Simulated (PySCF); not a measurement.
Bonds (- single, = double, # triple, : aromatic): C1-O2, O2-Si3, Si3-F4, Si3-O5, O5-C6, Si3-C7, C7-F8, C7-F9, C7-F10. C1 carries H11, H12, H13; C6 carries H14, H15, H16.

Isolated molecule, no relativistic terms, averaged over atoms made equivalent by symmetry, fast rotation or ring inversion, single conformer. PBE0/pcSseg-1 with gauge-including orbitals; GFN2-xTB structure; PySCF.

Shifts are taken against calculated references (same method and geometry level): $^{13}$C (186.93 ppm), $^{1}$H (31.72 ppm), $^{29}$Si (349.16 ppm) against TMS; H2O for $^{17}$O (336.08 ppm); $^{19}$F (170.95 ppm) against CFCl3.

```
                  atoms    nucleus  count  Hirshfeld charge  δ (ppm)
                     C7   $^{13}$C      1              0.16    133.7
                  O2/O5   $^{17}$O      2             -0.22        ?
                     F4   $^{19}$F      1             -0.20   -161.2
                    Si3  $^{29}$Si      1              0.52    -86.9
H11/H12/H13/H14/H15/H16    $^{1}$H      6              0.05     4.06
              F8/F9/F10   $^{19}$F      3             -0.10    -79.7
                  C1/C6   $^{13}$C      2             -0.02        ?
```

Estimate the values marked ?.

## Answers


- C1/C6: 54.7 ppm, methyl carbon bonded to O; the inductive effect lowers its shielding
- O2/O5: 24.7 ppm, oxygen bonded to C, Si

Shifts are as computed. Against solution values, carbons near 30 ppm lie about +3 ppm off and those near 130 ppm about +5 ppm. Of 1211 compounds with measured shifts, 218 miss one by over three times the rms of a fit or turn the order of signals round; such compounds aren't used in these exercises. Unscaled 19F shifts against computed CFCl3 carry errors that often reach 10 to 50 ppm. Experimental scales use liquid or dissolved standards, which lie at an offset from isolated H2O (liquid H2O: subtract about 36 ppm).
